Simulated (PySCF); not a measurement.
# Vibration and rotation of GeF

UHF-CCSD(T) constants of GeF, ²Π (doublet), unpaired electrons π ↑ (basis Ge 6-31G(d,p), F 6-31G(d,p); no relativity; PySCF 2.14; masses 73.9212 and 18.9984 u):

* ωe: 694.4 cm⁻¹
* ωexe: 2.7 cm⁻¹
* Be: 0.35973 cm⁻¹
* αe: 0.00219 cm⁻¹
* De to Ge + F: 4.79 eV

What force constant and bond length do these constants imply?

Reduced mass μred = 15.114 u; k = 5.8918×10⁻⁷·μred·ωe² (u, cm⁻¹, mdyn/Å) = 4.29 mdyn/Å; Re = √(16.8576/(μred·Be)) (u, cm⁻¹, Å) = 1.761 Å.

Estimate the centrifugal constant D from the Kratzer relation and find the Dunham coefficient a1.

D = 4Be³/ωe² = 3.86e-07 cm⁻¹; a1 = −1 − αeωe/(6Be²) = -2.96.

Correlated steps freeze 10 core orbitals. Correlated levels converge slowly with the basis: in double zeta they bind strong bonds too weakly, by up to about 1 eV, and carry superposition errors of some tenths. Spin–orbit coupling is left out. The state is the lowest determinant that a PBE0 search found; another state may lie lower at other levels.
